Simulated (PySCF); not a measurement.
**TeSCl₃, doublet: computed properties**

These are results of PySCF, UB3LYP, basis Te def2-SVP with ECP28, S def2-SVP, Cl def2-SVP (scalar-relativistic core potentials, no spin–orbit coupling, density fitting), not measurements.

The structure is a minimum.

```xyz
5
charge 0 multiplicity 2, angstrom
Te    0.0000   -0.0693   -0.0490
S     0.0000   -1.8893   -1.3366
Cl    2.0087   -0.0082    1.4148
Cl   -2.0087   -0.0082    1.4148
Cl    0.0000    2.0012   -1.4254
```

```json
{
 "Point group": "C3v",
 "Bond lengths": "Te–Cl 2.486 Å (×3), Te–S 2.229 Å",
 "Bond angles": "Cl–Te–Cl 107.8° (×3), Cl–Te–S 111.1° (×3)",
 "Dipole moment": "0.29 D",
 "Entropy at 298.15 K and 1 bar (electronic part: spin only)": "415.9 J/(mol K)",
 "Highest occupied level (α)": "-7.56 eV",
 "Enthalpy at 298.15 K above 0 K": "24.53 kJ/mol",
 "Rotational symmetry number": "3",
 "Spin squared ⟨S²⟩": "0.764",
 "Zero-point energy": "9.9 kJ/mol",
 "Principal quadrupole moments (Buckingham, traceless) about the centre of mass": "-0.69, -0.69, 1.39 D Å",
 "Atomisation energy without zero-point energy": "807 kJ/mol",
 "Principal polarisabilities": "94.7, 94.7, 100.0 bohr³",
 "Heat capacity Cp at 298.15 K": "101.4 J/(mol K)",
 "Lowest empty level (β)": "-5.77 eV",
 "Rotational constants": "0.03222, 0.03222, 0.02987 cm⁻¹"
}
```

Harmonic modes (masses in u: Te 129.906, S 31.972, Cl 34.969):
```json
{"symmetry": "e", "ω (cm⁻¹)": "34", "IR (km/mol, summed over degenerate members)": "0.0", "μ (u)": "37.73", "type": "bend"}
{"symmetry": "a1", "ω (cm⁻¹)": "82", "IR (km/mol, summed over degenerate members)": "3.6", "μ (u)": "41.81", "type": "bend"}
{"symmetry": "e", "ω (cm⁻¹)": "100", "IR (km/mol, summed over degenerate members)": "0.0", "μ (u)": "34.36", "type": "bend"}
{"symmetry": "e", "ω (cm⁻¹)": "275", "IR (km/mol, summed over degenerate members)": "114", "μ (u)": "47.66", "type": "stretch"}
{"symmetry": "a1", "ω (cm⁻¹)": "285", "IR (km/mol, summed over degenerate members)": "18.4", "μ (u)": "36.73", "type": "stretch"}
{"symmetry": "a1", "ω (cm⁻¹)": "468", "IR (km/mol, summed over degenerate members)": "41.2", "μ (u)": "38.05", "type": "stretch"}
```

In C3v the vibrations span 3e + 3a1.

Charges (e):
```
   atom  Mulliken  Löwdin  polar tensor  spin (Mulliken)  Mayer order to Te1
    Te1      0.86    0.60          1.72             0.09                   –
     S2     -0.20   -0.16         -0.39             0.11                1.71
Cl3,4,5     -0.22   -0.15         -0.45             0.27                0.77
```

Mulliken populations on Te1 (electrons outside its core potential): s 3.81, p 8.93, d 10.40.

This need not be the most stable arrangement of these atoms. No spin–orbit coupling is included, which matters more the heavier the element.

The final relaxation and frequency run took 51 s on 4 threads of a shared Arm Neoverse V2 host, with 98 basis functions and 11 gradients; the process peaked at 1.3 GiB. Launch command: `OMP_NUM_THREADS=4 python axn.py task.json out`.
